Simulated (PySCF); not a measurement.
**HoCl3(H2O) at several levels of theory**

Computed with PySCF 2.14.0 (density fitting, no spin-orbit coupling) at the geometry relaxed with PBE0:

```xyz
7
HoCl3(H2O) (singlet in the valence; each metal's 4f electrons, 10 of them, lie in its core potential, out of spins and levels)
Ho   -0.0411   -0.0481    0.0481
Cl    1.0581    1.8653    1.1749
Cl   -1.6966   -1.3439    1.3439
Cl    1.0581   -1.1749   -1.8653
O    -1.3488    1.3274   -1.3274
H    -1.5357    2.2599   -1.1562
H    -1.5357    1.1562   -2.2599
```

| level | basis | state | HOMO (eV) | gap (eV) | charge on Ho1 (e) | population of f-type functions on Ho1 (polarisation alone where 4f lies in the core) | dipole about the centre of mass (D) | largest force component (eV/Å) |
| --- | --- | --- | --- | --- | --- | --- | --- | --- |
| PBE0 | Ho lcecp-1-SVP with ECP56, Cl def2-SVP, O def2-SVP, H def2-SVP | singlet | -8.44 | 7.04 | 0.85 | 0.05 | 5.89 | 0.02 |
| r2SCAN | the same | singlet | -7.44 | 5.79 | 0.85 | 0.04 | 5.89 | 0.13 |

In the lcecp rows the 4f levels are missing from HOMO and gap, and the state counts the valence alone.

Charges are Mulliken's, which hang on the basis. The relaxation used the grid (50, 194), these runs (75, 302) or, all-electron (x2c bases, spin-free X2C Hamiltonian), (99, 590).

Problem. What does M06-L with Ho lcecp-1-SVP with ECP56, Cl def2-SVP, O def2-SVP, H def2-SVP give here?

Solution. state singlet, HOMO (eV) -7.35, gap (eV) 5.88, charge on Ho1 (e) 1.08, population of f-type functions on Ho1 (polarisation alone where 4f lies in the core) 0.04, dipole about the centre of mass (D) 5.83, largest force component (eV/Å) 0.13. Time: 17 s on 2 threads of Intel(R) Xeon(R) Platinum 8259CL CPU @ 2.50GHz (Skylake/Cascade Lake), with other jobs on the host, from an already converged density.

In the first row's basis the gap widens with exact exchange: 5.8 to 5.9 eV for r2SCAN, M06-L (none); 7.0 eV for PBE0 (a fixed share).

A frequency check found unstable modes (1, the lowest at -54 cm⁻¹), so the relaxed geometry is probably a saddle point. An lcecp potential fixes the number of 4f electrons, so in runs with it no electron can move into or out of that shell.
